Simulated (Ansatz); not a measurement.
F$_{4}$Sn, charge -1, doublet, geometry from GFN2-xTB (such geometries of metal compounds can be far from the true shape) (a state made from the parent by changing its charge; the spin is typed, not shown lowest) (core potentials on Sn) (a gas-phase anion, which may not be bound at this level); PBE/def2-SVP run with Ansatz (a program for electronic structure).

The Ansatz input:
Ansatz 0.2 input:
```yaml
crystal:
  periodic: [false, false, false]
  atoms:
    - {symbol: F, position_ang: [-1.14349714, -1.78303274, -0.87539354]}
    - {symbol: Sn, position_ang: [0.00000000, 0.00000000, 0.00000000]}
    - {symbol: F, position_ang: [-1.36890091, 1.83770533, 0.04532888]}
    - {symbol: F, position_ang: [0.67888066, -0.49971285, 2.13131729]}
    - {symbol: F, position_ang: [1.83351739, 0.44504026, -1.30125264]}
basis:
  gaussian:
    orbitals: def2-SVP
hamiltonian:
  xc: pbe
total_charge: -1
magnetization: {spin_polarized: false, initial_magnetization: 1}
```

Q: What does Ansatz print? Leave out banner, timings and long lists.

A: 
```
Functional definition: PBE
883 factors; their error is unknown
mean field evaluation 1: about -16681.2485 eV, gradient 2.7e1 eV
mean field evaluation 2: about -16668.9767 eV, gradient 8.4e1 eV
mean field evaluation 4: about -16683.0374 eV, gradient 1.1e0 eV
mean field evaluation 8: about -16683.0367 eV, gradient 1.1e-2 eV
mean field evaluation 16: about -16681.2061 eV, gradient 2.7e1 eV
mean field evaluation 32: about -16681.0049 eV, gradient 8.0e-4 eV
mean field -16682.99745787 eV, -613.0888484350 hartree, gradient 5.6e-5 eV, S^2 0.750000; 5 other end points of the search recorded, 0 dependent functions left out
reference -16682.99749825 eV, -613.0888499187 hartree; 30, 29 occupied and 52, 53 virtual orbitals, 883 factors
Total energy: -16682.99749825 eV, -613.0888499187 hartree
```
